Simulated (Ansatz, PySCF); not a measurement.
Molecule: SiBr2, charge 0, multiplicity 1. SMILES: Br[Si]Br
Geometry from a B3LYP-D3(BJ)/def2-TZVP (Ansatz, an electronic-structure program) optimisation:
```
Si
Br 1 2.2694
Br 1 2.2694 2 102.37
```
Charge 0, spin multiplicity 1.

Unscaled harmonic wavenumbers (cm⁻¹) in rising order, each level at the stationary point that it reaches from this structure (no distance between atoms moves by over 0.3 Å); the order of modes can differ between levels, and a negative number is imaginary. B3LYP-D3(BJ)/def2-TZVP (PySCF, at the structure above): 120, 388, 391.

HF/3-21G (Ansatz): 114, 351, 357. Zero-point energy 1.2 against 1.3 kcal/mol.

B3LYP/6-31G* with LANL2DZ past Ar (Ansatz): 114, 368, 369. Zero-point energy 1.2 against 1.3 kcal/mol.
